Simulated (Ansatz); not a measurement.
`N#CO[SiH3]`, 7 atoms. Total charge 0; spin multiplicity 1. All runs use 2 threads of an Arm Neoverse V1 on a shared host. Correlated methods freeze the cores. Open-shell runs search over several starts.

Question: Give the basis size and wall time and peak host memory of each of these runs in Ansatz. UKS ωB97M-V/def2-TZVPP energy of the cation; UKS ωB97X-V/def2-TZVPP energy of the cation; UHF-CCSD(T)/def2-TZVPP energy of the cation; UKS B3LYP-D4/def2-TZVPP energy of the cation; UKS B2PLYP (frozen core)/def2-TZVPP energy of the cation; direct RPA on PBE orbitals/def2-TZVPP energy; RKS PBE0-D4/def2-TZVP relaxation (6 steps); RKS ωB97M-V/def2-SVP energy; RKS PBE-D4/def2-TZVPP energy and forces; UKS r2SCAN-D4/def2-TZVPP energy of the cation; RHF-CCSD(T)/def2-TZVPP energy; RHF-MP2/def2-QZVPP energy. (Best estimate.)

Answer: Computed: Other jobs shared the machine, so times are rough.

```
                                level                   job  functions  wall time  peak host memory (GiB)
                RKS PBE-D4/def2-TZVPP     energy and forces        177      2.1 s                    0.17
                 RKS ωB97M-V/def2-SVP                energy         75      3.7 s                    0.34
direct RPA on PBE orbitals/def2-TZVPP                energy        177      4.4 s                    0.34
              UKS B3LYP-D4/def2-TZVPP  energy of the cation        177       11 s                    0.41
                   RHF-MP2/def2-QZVPP                energy        331       12 s                     1.1
                RKS PBE0-D4/def2-TZVP  relaxation (6 steps)        148       17 s                    0.27
             UKS r2SCAN-D4/def2-TZVPP  energy of the cation        177       18 s                    0.42
  UKS B2PLYP (frozen core)/def2-TZVPP  energy of the cation        177       23 s                    0.54
               UKS ωB97X-V/def2-TZVPP  energy of the cation        177       36 s                    0.72
               RHF-CCSD(T)/def2-TZVPP                energy        177       37 s                     1.6
               UKS ωB97M-V/def2-TZVPP  energy of the cation        177       43 s                    0.76
               UHF-CCSD(T)/def2-TZVPP  energy of the cation        177    3.1 min                     3.9
```

B3LYP here is the variant with VWN-RPA as its local correlation; programs differ in this.
